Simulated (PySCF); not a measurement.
PySCF 2.14 output of an unrestricted PBE calculation on a single atom or ion in x2c-QZVPPall with one added diffuse shell each of s, p, d, f, g type (12s8p6d4f3g, 121 functions), with the spin-free X2C one-electron Hamiltonian (Gaussian nucleus):

```
SCF conv_tol = 1e-09
number electrons alpha = 13  beta = 9
    J. P. Perdew, K. Burke, and M. Ernzerhof.,  Phys. Rev. Lett. 77, 3865 (1996)
    J. P. Perdew, K. Burke, and M. Ernzerhof.,  Phys. Rev. Lett. 78, 1396 (1997)
    J. P. Perdew, K. Burke, and M. Ernzerhof.,  Phys. Rev. Lett. 77, 3865 (1996)
    J. P. Perdew, K. Burke, and M. Ernzerhof.,  Phys. Rev. Lett. 78, 1396 (1997)
cycle= 1 E= -853.504417384518  delta_E= -0.0146  |g|= 0.0667  |ddm|= 0.303
cycle= 2 E= -853.497097656947  delta_E= 0.00732  |g|= 0.152  |ddm|= 0.201
cycle= 3 E= -853.50693023626  delta_E= -0.00983  |g|= 0.0158  |ddm|= 0.111
cycle= 4 E= -853.507079704151  delta_E= -0.000149  |g|= 0.000547  |ddm|= 0.0165
cycle= 5 E= -853.507079807726  delta_E= -1.04e-07  |g|= 0.000168  |ddm|= 0.00107
cycle= 6 E= -853.507079824187  delta_E= -1.65e-08  |g|= 3.42e-06  |ddm|= 0.00018
cycle= 7 E= -853.507079824197  delta_E= -9.78e-12  |g|= 7.74e-08  |ddm|= 4.57e-06
converged SCF energy = -853.507079824197  <S^2> = 6.0003249  2S+1 = 5.00013
```

The run itself started from symmetry-adapted Hartree-Fock orbitals and held the occupation by maximum overlap, on a logarithmic radial grid, so the iterations belong to that start.

Which element, charge and spin multiplicity is this?

Ti (titanium, neutral), multiplicity 5; the state was [Ar] 3d3 4s1, high-spin 5F determinant (an excited configuration).
